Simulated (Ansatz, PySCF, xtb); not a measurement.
Dimer: N2 (SMILES N#N) (first 2 atoms) with C2H3N (SMILES CC#N); geometry from B3LYP-D3(BJ)/def2-TZVP, rigid monomers moved along the line of their centres of mass till N1···C4 is 2.98 Å.
(charge 0, multiplicity 1):
```xyz
8

N     -0.150     0.125    -0.216
N      0.220    -0.615    -0.926
C     -0.159     1.206     2.868
C      0.653     0.019     2.656
N      1.293    -0.919     2.479
H      0.462     2.027     3.230
H     -0.628     1.505     1.931
H     -0.937     1.003     3.604
```

Monomers are frozen at their geometry in the pair; levels with a basis set take the counterpoise correction. Rows marked so take none.

Rows in 3-21G, 6-31G* carry no dispersion term and start afresh at each structure (6-31G* with six Cartesian d functions).

Programs: Ansatz (Gaussian orbitals); PySCF for 3-21G rows, 6-31G* rows, the dispersion terms; xtb for the GFN methods. Values without a source in brackets are computed.

Question: One of these levels gives -5.9 kJ/mol for the interaction energy. Which one is it?
A) GFN2-xTB
B) PBE-D4/def2-TZVPPD
C) B3LYP/3-21G (no counterpoise)
D) HF/6-31G*

Answer: A, GFN2-xTB. The others give 6.7 (HF/6-31G*), -2.8 (PBE-D4/def2-TZVPPD), -7.6 (B3LYP/3-21G (no counterpoise))

Ansatz is a quantum-chemistry and plane-wave program.
